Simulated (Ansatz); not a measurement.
Coupled-cluster run, ClH₃NO₂V, SMILES `[NH2][V](=[O])([OH])[Cl]`.

```yaml
crystal:
  periodic: [false, false, false]
  atoms:
    - {symbol: N, position_ang: [-0.707096, 1.065961, 0.159155]}
    - {symbol: V, position_ang: [0.602748, -0.176166, 0.064827]}
    - {symbol: O, position_ang: [1.578705, 0.156797, 1.218104]}
    - {symbol: O, position_ang: [-0.002024, -1.818918, 0.291735]}
    - {symbol: Cl, position_ang: [1.554089, -0.027300, -1.884800]}
    - {symbol: H, position_ang: [-1.493511, 1.099644, -0.475482]}
    - {symbol: H, position_ang: [-0.739875, 1.806805, 0.843578]}
    - {symbol: H, position_ang: [-0.700836, -2.164024, -0.272918]}
basis:
  gaussian: {orbitals: def2-TZVPP}
correlation: {method: ccsd_t}
output: {orbitals: {seedname: orbitals}}
```

```sh
$ ansatz run in.yaml --threads 4 --pin off --events-out ev --progress --plain
```

The program prints (abridged):

```
Functional definition: HF
1541 factors; integrals over basis functions are off by at most 9.3e-4 eV
mean field evaluation 1: about -43751.8754 eV, gradient 9.5e1 eV
mean field evaluation 2: about -43752.1127 eV, gradient 9.5e1 eV
mean field evaluation 4: about -43766.6510 eV, gradient 2.5e1 eV
mean field evaluation 8: about -43767.6517 eV, gradient 9.1e-1 eV
mean field evaluation 16: about -43767.6910 eV, gradient 1.5e-6 eV
mean field -43767.69097020 eV, -1608.4329763482 hartree, gradient 1.7e-6 eV, S^2 0.000000; 0 other end points of the search recorded, 0 dependent functions left out
13 core orbitals not correlated: weight in the atoms' cores, before any rotation towards them, 1.000 or more for the frozen orbitals, at most 0.000 for the correlated occupied ones
reference -43767.69097020 eV, -1608.4329763482 hartree; 20, 20 occupied and 208, 208 virtual orbitals, 1541 factors
second order -42.34773275 eV of doubles, -0.00000000 eV of singles
cycle   1  -35.50483145 eV  change     6.8e0 eV  update   5.0e-1
cycle   2  -39.50076209 eV  change    -4.0e0 eV  update   5.9e-1
cycle   3  -40.00280160 eV  change   -5.0e-1 eV  update   8.9e-2
cycle   4  -40.02190286 eV  change   -1.9e-2 eV  update   5.4e-2
cycle   5  -39.98034281 eV  change    4.2e-2 eV  update   1.9e-2
cycle   6  -39.99358166 eV  change   -1.3e-2 eV  update   8.0e-3
cycle   7  -39.99108045 eV  change    2.5e-3 eV  update   4.7e-3
cycle   8  -39.98715960 eV  change    3.9e-3 eV  update   3.0e-3
cycle   9  -39.98710915 eV  change    5.0e-5 eV  update   9.3e-4
cycle  10  -39.98893030 eV  change   -1.8e-3 eV  update   5.8e-4
cycle  11  -39.98940371 eV  change   -4.7e-4 eV  update   2.8e-4
cycle  12  -39.98902592 eV  change    3.8e-4 eV  update   2.2e-4
cycle  13  -39.98899168 eV  change    3.4e-5 eV  update   1.0e-4
cycle  14  -39.98908091 eV  change   -8.9e-5 eV  update   5.1e-5
cycle  15  -39.98902141 eV  change    5.9e-5 eV  update   2.6e-5
cycle  16  -39.98899768 eV  change    2.4e-5 eV  update   1.7e-5
perturbative correction -2.78574325 eV, -0.1023741761 hartree
Total energy: -43810.46571112 eV, -1610.0049190834 hartree
```

It took 2.7 min on 4 threads of a server CPU on a shared host, with 5.1 GiB of host memory at the peak.

MP2 recovers 99.0 % of the CCSD(T) correlation energy and the triples give 6.5 %; T1 = 0.0327.
